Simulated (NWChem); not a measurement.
System meant: PbHBr, singlet; SMILES [Br][PbH]

Here is an NWChem input.

```
start job
memory heap 200 mb stack 900 mb global 1100 mb
geometry units angstroms noautoz
  Pb     0.025038    -0.794767     0.000000
  H     -1.830858    -0.921540     0.000000
  Br     0.008645     1.840122     0.000000
end
basis spherical
  Pb library def2-svp
  H library def2-svp
  Br library def2-svp
end
ecp
  Pb library def2-ecp
end
dft
  odft
  mult 2
  xc b3lyp
  iterations 150
  mulliken
end
task dft energy
```

End of the output:

```
 ==============================================================================
                                 internuclear angles
 ------------------------------------------------------------------------------
        center 1       |       center 2       |       center 3       |  degrees
 ------------------------------------------------------------------------------
    2 H                |   1 Pb               |   3 Br               |    93.55
 ------------------------------------------------------------------------------
                            number of included internuclear angles:          1
 ==============================================================================

 Summary of "ao basis" -> "" (spherical)
 ------------------------------------------------------------------------------
       Tag                 Description            Shells   Functions and Types
 ---------------- ------------------------------  ------  ---------------------
 Pb                         def2-svp                10       26   4s4p2d
 H                          def2-svp                 3        5   2s1p
 Br                         def2-svp                12       32   5s4p3d

                                 NWChem DFT Module
                                 -----------------

 Summary of "ao basis" -> "ao basis" (spherical)
 ------------------------------------------------------------------------------
       Tag                 Description            Shells   Functions and Types
 ---------------- ------------------------------  ------  ---------------------
 Pb                         def2-svp                10       26   4s4p2d
 H                          def2-svp                 3        5   2s1p
 Br                         def2-svp                12       32   5s4p3d

      Symmetry analysis of basis
      --------------------------

        a'         44
        a"         19

  number of electrons :                   58
  multiplicity        :                    2
 ------------------------------------------------------------------------
  no. of electrons and multiplicity not compatible                  58
 ------------------------------------------------------------------------
 ------------------------------------------------------------------------
  current input line :
    23: task dft energy
 ------------------------------------------------------------------------
 ------------------------------------------------------------------------
 There is an error in the input file
 ------------------------------------------------------------------------
 For more information see the NWChem manual at https://nwchemgit.github.io

0: no. of electrons and multiplicity not compatible:Received an Error in Communication
```

What is wrong, and how is it mended?

The program refused the input. Cause: the multiplicity doesn't fit the number of electrons (an even count wants an odd multiplicity, and the reverse). This input runs:
```
start job
memory heap 200 mb stack 900 mb global 1100 mb
geometry units angstroms noautoz
  Pb     0.025038    -0.794767     0.000000
  H     -1.830858    -0.921540     0.000000
  Br     0.008645     1.840122     0.000000
end
basis spherical
  * library def2-svp
end
ecp
  Pb library def2-ecp
end
dft
  xc b3lyp
  iterations 150
  mulliken
end
task dft energy
```
It converges to -2767.44635 Ha (B3LYP/def2-SVP with def2 effective core potentials on Pb).
